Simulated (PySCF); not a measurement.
Molecule: `InChI=1S/C4H7B/c1-2-3-4-5/h2-4H,1,5H2/b4-3+`.

Bonds (- single, = double, # triple, : aromatic): B1-C2 1.533 Å, C2=C3 1.359 Å, C3-C4 1.448 Å, C4=C5 1.342 Å. B1 carries H6, H7; C2 carries H8; C3 carries H9; C4 carries H10; C5 carries H11, H12. Stereochemistry as in B/C=C/C=C. H12 is cis to C3; H11 is trans to C3.

Spin–spin couplings on one PBE0-D3(BJ)/def2-SVP geometry, PySCF 2.14.0 with density-fitted response routines, gas phase, non-relativistic, equivalent pairs averaged (spin–dipole term only in couplings to heteroatoms); isotopes $^{13}$C, $^{1}$H, $^{11}$B; basis pcJ-1.

Question: How do the couplings (Hz) change with the functional? Times are CPU seconds on shared hosts with different chips, so compare them loosely.

Answer: 
| functional | functions | $^{1}J$(C5,H11) | $^{1}J$(C5,H12) | $^{1}J$(C4,H10) | $^{1}J$(C3,H9) | $^{1}J$(C2,H8) | $^{1}J$(B1,H6) | $^{1}J$(C4,C5) | core-s |
| --- | --- | --- | --- | --- | --- | --- | --- | --- | --- |
| LDA | 205 | 132.2 | 128.4 | 125.7 | 125.6 | 114.7 | 103.1 | 53.0 | 22 |
| PBE | 205 | 156.3 | 152.4 | 149.1 | 148.8 | 135.4 | 125.1 | 65.5 | 32 |
| KT2 | 205 | 167.3 | 162.2 | 158.6 | 157.6 | 142.5 | 129.8 | 54.1 | 33 |
| B3LYP | 205 | 171.3 | 167.2 | 163.1 | 162.4 | 148.0 | 134.8 | 74.1 | 12 |
| PBE0 | 205 | 162.9 | 158.4 | 155.2 | 154.4 | 140.6 | 126.9 | 72.4 | 39 |
| B97-2 | 205 | 156.6 | 152.5 | 148.2 | 147.7 | 134.7 | 130.3 | 71.4 | 38 |
| BHandHLYP | 205 | 188.3 | 182.9 | 178.2 | 176.8 | 160.9 | 141.2 | 91.4 | 42 |
| CAM-B3LYP | 205 | 169.5 | 164.6 | 161.2 | 160.4 | 146.1 | 131.6 | 73.8 | 53 | Left out for a near triplet instability: HF/pcJ-1.
